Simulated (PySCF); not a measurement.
Point-charge models of `C=CC/C(F)=C(\C)C#N` against its computed dipole.

Coordinates (GFN2-xTB, Å) and charges (e) from the PBE0/pcSseg-1 density (PySCF):

| atom | x | y | z | Mulliken | IAO | Hirshfeld | ESP-fitted |
| --- | --- | --- | --- | --- | --- | --- | --- |
| C1 | 2.365 | -0.481 | -0.926 | -0.1437 | -0.3158 | -0.0920 | -0.5246 |
| C2 | 1.785 | 0.206 | 0.039 | -0.2332 | -0.1292 | -0.0293 | -0.0641 |
| C3 | 0.829 | -0.386 | 1.040 | -0.1701 | -0.2945 | -0.0679 | -0.1008 |
| C4 | -0.431 | 0.414 | 1.122 | +0.3328 | +0.3264 | +0.1189 | +0.0984 |
| F5 | -0.508 | 1.205 | 2.212 | -0.2563 | -0.2553 | -0.0663 | -0.1383 |
| C6 | -1.428 | 0.419 | 0.227 | -0.4433 | -0.0981 | -0.0139 | -0.0467 |
| C7 | -1.413 | -0.429 | -1.013 | -0.1350 | -0.4195 | -0.1083 | -0.4869 |
| C8 | -2.572 | 1.224 | 0.423 | +0.1764 | +0.1416 | +0.0643 | +0.4036 |
| N9 | -3.517 | 1.862 | 0.547 | -0.2441 | -0.2432 | -0.2234 | -0.4700 |
| H10 | 2.185 | -1.536 | -1.063 | +0.1149 | +0.1462 | +0.0492 | +0.2163 |
| H11 | 3.055 | -0.023 | -1.612 | +0.1282 | +0.1603 | +0.0535 | +0.2105 |
| H12 | 1.984 | 1.262 | 0.163 | +0.1204 | +0.1539 | +0.0503 | +0.1549 |
| H13 | 1.298 | -0.374 | 2.028 | +0.1683 | +0.1783 | +0.0584 | +0.1222 |
| H14 | 0.601 | -1.419 | 0.770 | +0.1458 | +0.1604 | +0.0579 | +0.1133 |
| H15 | -0.434 | -0.396 | -1.486 | +0.1527 | +0.1607 | +0.0413 | +0.1699 |
| H16 | -2.161 | -0.071 | -1.716 | +0.1437 | +0.1702 | +0.0578 | +0.1802 |
| H17 | -1.644 | -1.465 | -0.765 | +0.1427 | +0.1576 | +0.0505 | +0.1622 |

Compute μ = Σ q r for each scheme (1 e·Å = 4.803 D) and compare with the dipole of the full density.

The full density gives (4.21, -3.36, -1.51) D, 5.59 D in size; dipole vectors point from the negative to the positive end.

```
    scheme    μx     μy     μz  size (D)  share of the full size (%)  angle to the full dipole (°)
  Mulliken  4.29  -4.94  -3.40      7.37                         132                            15
       IAO  3.54  -3.41  -2.13      5.35                          96                             9
 Hirshfeld  3.39  -2.28  -0.74      4.15                          74                             7
ESP-fitted  4.22  -3.39  -1.52      5.62                         100                             0
```

Which set comes closest?

Length of the difference vector: ESP-fitted 0.03 D, IAO 0.92 D, Hirshfeld 1.56 D, Mulliken 2.47 D. Closest: ESP-fitted. The schemes that divide the density aren't constrained to reproduce the dipole.

What is left for the Hirshfeld atoms' own dipoles?

The shares of the density sum to the whole, so what Σ q r misses lies in dipoles about the nuclei. The atomic dipoles sum to (4.21, -3.36, -1.51) − (3.39, -2.28, -0.74) = (0.82, -1.08, -0.77) D, 1.56 D in size.

With the origin at the mean of the coordinates, (0.000, 0.001, -0.001) Å, which are the largest single terms, by size, of the ESP-fitted dipole along the direction of the full one?

N9 +8.83, C1 -5.84, C8 -5.40, H10 +2.97, H11 +2.78 D; all 17 atoms together +5.62 D. The single terms depend on the origin, their sum doesn't.

Give the size of the full dipole in other units.

5.59 D = 2.201 au = 1.165 e·Å = 18.66 × 10⁻³⁰ C·m.

The structure is a single GFN2-xTB conformer in the gas phase; no vibrational or solvent corrections.

Shape of the structure used: `[CH2:1]=[CH:2][CH2:3]/[C:4]([F:5])=[C:6](\[CH3:7])[C:8]#[N:9]`: C1–C2–C3–C4 -129°, C2–C3–C4–F5 -103°.
